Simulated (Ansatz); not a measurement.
A made-up structure of CH$_{2}$Se, singlet:

```xyz
4
angstrom
C -0.1459 -0.0325 -0.0738
Se 1.5600 0.3478 0.7896
H -0.6337 -1.1481 -0.0664
H -0.7804 0.8328 -0.6493
```

It is relaxed with PBE-D4/def2-SVP and then PBE0-D4/def2-TZVP (Ansatz 0.2.0). Atoms count as bonded within 1.22 times the sum of their covalent radii (H–H: 0.88 Å). The end point is not checked to be a true minimum.

Problem. Does its bonding change? (Judge from chemistry; the calculation decides.)

Solution. The calculation gives: No: no bond forms or breaks.

Where it ends: The first stage lowers the energy by 0.79 eV in 5 steps. It ends as CH₂Se ([CH2][Se]):
```csv
atom,x (Å),y (Å),z (Å)
C1,-0.1304,-0.0290,-0.0659
Se2,1.3931,0.3104,0.7046
H3,-0.5659,-1.0252,-0.0590
H4,-0.6968,0.7438,-0.5796
```

Labels in which every atom is bracketed show which atoms are joined, not bond orders.

For scale, one of the runs: PBE0-D4/def2-TZVP relaxation, 91 basis functions, launched by `ansatz run in.yaml --threads 2 --pin off --events-out ev --progress --plain --max-ram 4352MiB`. The run took about 6.5 s on 2 CPU threads of an Arm Neoverse V1 (shared host).
